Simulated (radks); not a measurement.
The numbers below are computed, except where a source is named.
Valence configurations of Lu (all share [Xe]). Code: a radial shooting solver on a logarithmic mesh with Libxc functionals. Model: scalar-relativistic Kohn-Sham, BLYP, spin-polarised, spherical densities, finite nucleus; open shells are filled with parallel spins first (spin-orbit coupling, left out, can overturn this in heavy ions); Fermi nuclear charge, rms radius 5.37 fm. Energies are relative to 4f14 5d1 6s2; eigenvalues in eV for spin up.

| valence | E (eV) | moment (Bohr magnetons) | e(4f) | e(5d) | e(6p) | e(6s) |
|---|---|---|---|---|---|---|
| 4f14 5d1 6s2 | 0.000 | 1 | -9.342 | -1.776 | - | -4.661 |
| 4f14 5d2 6s1 | 2.333 | 3 | -8.205 | -1.492 | - | -4.670 |
| 4f14 5d1 6s1 6p1 | 2.848 | 3 | -10.662 | -2.987 | -2.053 | -5.773 |
| 4f13.5 5d1 6s2 6p0.5 | 5.092 | 2 | -14.622 | -3.414 | -1.779 | -5.606 |
| 4f14 5d2 6p1 | 5.740 | 3 | -9.456 | -2.424 | -1.924 | - |
| 4f13.5 5d2.5 6s1 | 6.275 | 4 | -11.601 | -1.894 | - | -4.795 |
| 4f14 5d1 6p2 | 6.651 | 3 | -12.021 | -3.951 | -2.594 | - |
| 4f13.5 5d2.5 6p1 | 9.831 | 4 | -12.888 | -2.905 | -1.938 | - |
| 4f13 5d2 6s2 | 10.164 | 3 | -16.835 | -3.007 | - | -5.107 |
| 4f13 5d1 6p3 | 20.430 | 5 | -22.863 | -7.341 | -3.473 | - |

NIST lists [Xe] 4f14 5d1 6s2 as the ground configuration; this level of theory agrees among the configurations tried. The energies are those of spherical high-spin densities, not of single terms.
